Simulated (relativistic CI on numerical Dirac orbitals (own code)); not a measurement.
d1 to d9 in one tetrahedral field

Computed with a parametric ligand-field model without spin-orbit coupling, by exact diagonalisation: B = 940, C = 4550, 10Dq = -6800 cm⁻¹ (Td; |10Dq|/B = 7.2) for every shell. Energies in cm⁻¹; the field energy is (0.6 n_e − 0.4 n_t2) × 10Dq of the ground term; g labels are left out.

```csv
Shell,Ground term,Electrons in e,Field energy,First spin-allowed bands,Lowest term of other spin
d1,2E,1.000,-4080,2T2 6800,
d2,3A2,2.000,-8160,"3T2 6800, 3T1 11549",1E 15924
d3,4T1,1.902,-4774,"4T2 5838, 4A2 12638",2E 13703
d4,5T2,2.000,-2720,5E 6800,3T1 17691
d5,6A1,2.000,0,none,4T1 28166
d6,?,?,?,?,?
d7,4A2,4.000,-8160,"4T2 6800, 4T1 11549",2E 19734
d8,3T1,3.902,-4774,"3T2 5838, 3A2 12638",1T2 15148
d9,2T2,4.000,-2720,2E 6800,
```

Question: Fill in the row of d6.

Answer: Ground term: 5E; Electrons in e: 3.000; Field energy: -4080; First spin-allowed bands: 5T2 6800; Lowest term of other spin: 3T1 18259. Every shell keeps the spin of the free ion. Tetrahedral fields of 3d complexes are almost always too weak to pair spins. High-spin d^(n+5) repeats the spin-allowed bands of d^n, since the half-filled shell is spherical.
